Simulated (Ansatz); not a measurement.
Breaking a bond: SMILES C(C)(C)(C)[O][K] (C4H9KO), singlet. The C3–C12 bond (C3 also carries C, C, O; C12 carries H, H, H) is varied alone, starting from the PBE0/def2-SVP optimised geometry.

Methods: RKS-BLYP = restricted BLYP/def2-SVP (Ansatz, a first-principles code); RKS-PBE = restricted PBE/def2-SVP (Ansatz); UKS-PBE0 = unrestricted PBE0/def2-SVP (Ansatz).

Energies relative to the lowest point of each curve near equilibrium, in kcal/mol:

```tsv
R / Å	RKS-BLYP	RKS-PBE
1.34	20.3	18.9
1.46	3.6	2.9
1.54	0.2	0.0
1.63	0.8	1.2
1.86	12.0	14.0
2.03	23.1	26.1
2.27	38.0	42.2
2.54	52.1	57.4
2.88	65.5	71.8
3.22	74.9	82.0
3.75	84.4	92.1
4.42	91.1	99.2
```

Estimate the UKS-PBE0 values at these points.

1.34: 17.6; 1.46: 2.3; 1.54: 0.0; 1.63: 1.9; 1.86: 17.1; 2.03: 31.0; 2.27: 49.7; 2.54: 67.3; 2.88: 81.7; 3.22: 88.4; 3.75: 92.8; 4.42: 94.8 (kcal/mol).

The restricted form behind RKS-BLYP, RKS-PBE keeps the bonding electrons paired and can't separate into open-shell fragments. The unrestricted determinant behind UKS-PBE0 is spin-contaminated at 2.88 to 4.42 Å (<S²> up to 1.0, against 0.00 for a pure singlet).
